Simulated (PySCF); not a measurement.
C$_{5}$H$_{4}$N (SMILES [c]1ccccn1), doublet, geometry from GFN2-xTB. Base run: HF/STO-3G (PySCF).

The PySCF input:
```python
from pyscf import gto, scf

mol = gto.Mole()
mol.atom = '''
    C     0.63209058   -1.22024868    0.00213114
    N    -0.64629227   -1.23442534   -0.05415938
    C    -1.34250590   -0.10541752   -0.06100991
    C    -0.67699484    1.10741371   -0.00646097
    C     0.71176925    1.11346857    0.05449419
    C     1.41491343   -0.08547821    0.06018361
    H    -2.41988510   -0.18337616   -0.10983212
    H    -1.23281981    2.03263606   -0.01143014
    H     1.24980916    2.05081684    0.09769064
    H     2.49130647   -0.11752659    0.10665885
'''
mol.basis = 'sto-3g'
mol.spin = 1
mol.verbose = 4
mol.symmetry = True
mol.build()

mf = scf.UHF(mol)
mf.kernel()
mf.analyze()
```

Variants of this job, named by their change:

| change | ΔE vs base (eV) | point group used | SCF cycles |
|---|---|---|---|
| base | 0.00 | Cs | 17 |
| symmetry = off | 0.00 | C1 | 17 |
| irrep_nelec = A':(17, 17) A":(4, 3) | 4.58 | Cs | 28 |
| irrep_nelec = A':(19, 17) A":(2, 3) | 15.91 | Cs | 30 |

Open shells are given as the SCF converged; they aren't shown to be the lowest states, and a large step between rows can be another state.
